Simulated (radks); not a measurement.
Q: Ionisation ladder of tellurium, from Te XLV to Te LII. Each ion is in the ground configuration listed by NIST, and IE = E(next ion) - E(this ion), with E = 0 for the bare nucleus. Method: Dirac Kohn-Sham, relativistic LDA (MacDonald-Vosko exchange, VWN5 correlation), spin-unpolarised, spherical densities, finite nucleus; open shells fill j = l - 1/2 first; Fermi nuclear charge, rms radius 4.7423 fm; computed with a radial shooting solver on a logarithmic mesh with Libxc functionals.

| species | configuration | IE, Delta-SCF (eV) | -e(HOMO) (eV) | HOMO |
|---|---|---|---|---|
| Te XLV | [He] 2s2 2p4 | 7474.1 | 7360.0 | 2p3/2 |
| Te XLVI | [He] 2s2 2p3 | ? | 7588.5 | 2p3/2 |
| Te XLVII | [He] 2s2 2p2 | 8246.9 | 8125.4 | 2p1/2 |
| Te XLVIII | [He] 2s2 2p1 | ? | 8368.5 | 2p1/2 |
| Te XLIX | [He] 2s2 | 8828.1 | 8729.3 | 2s1/2 |
| Te L | [He] 2s1 | 9015.6 | 8925.5 | 2s1/2 |
| Te LI | [He] | ? | 36763 | 1s1/2 |
| Te LII | 1s1 | ? | 37637 | 1s1/2 |

Estimate the withheld Delta-SCF values.

A: Te XLVI: 7703.3 eV (NIST 7714); Te XLVIII: 8490.0 eV (NIST 8499); Te LI: 37202 eV (NIST 37196.5); Te LII: 38032 eV (NIST 38177.7).

Beside tabulated values, note that spin-unpolarised runs miss the spin-polarisation part of the exchange energy of open shells.
